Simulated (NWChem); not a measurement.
System: N-methylmethanimine (C2H5N); SMILES N(C)=C

Computed with NWChem. Medium grid unless said otherwise, to which SCAN and Minnesota functionals are sensitive. Geometry: optimised at PBE0/def2-SVP. Hybrids' shares of exact exchange are those that their runs print; pure functionals count as 0. The functionals differ in more than this share.

```
row                                     share of exact exchange  orbital gap (eV)
--------------------------------------  -----------------------  ----------------
LDA (Slater exchange, VWN5)/def2-TZVPD                     0.00              4.22
PBE/def2-TZVPD                                             0.00              4.37
B3LYP/def2-TZVPD                                           0.20              6.47
PBE0/def2-TZVPD                                            0.25              6.97
M06-2X/def2-TZVPD                                          0.54              9.40
Hartree-Fock/def2-TZVPD                                    1.00          withheld
```

**Question.** Fit a straight line of the last column on the one before it, predict the withheld value, and compare with the run.

**Answer.** 
1. Means of the 5 shown rows: x = 0.198, y = 6.286. Slope Σ(x − x̄)(y − ȳ)/Σ(x − x̄)² = 1.889/0.1981 = 9.538; intercept 4.397.
2. The shown rows scatter about the line by 0.153 (root mean square); the largest residual is +0.19, at PBE0/def2-TZVPD.
3. At x = 1.00 (Hartree-Fock/def2-TZVPD; beyond the shown range) the line gives 13.94.
4. The run gives 13.14, -0.80 from the line, 5.2 times the scatter.
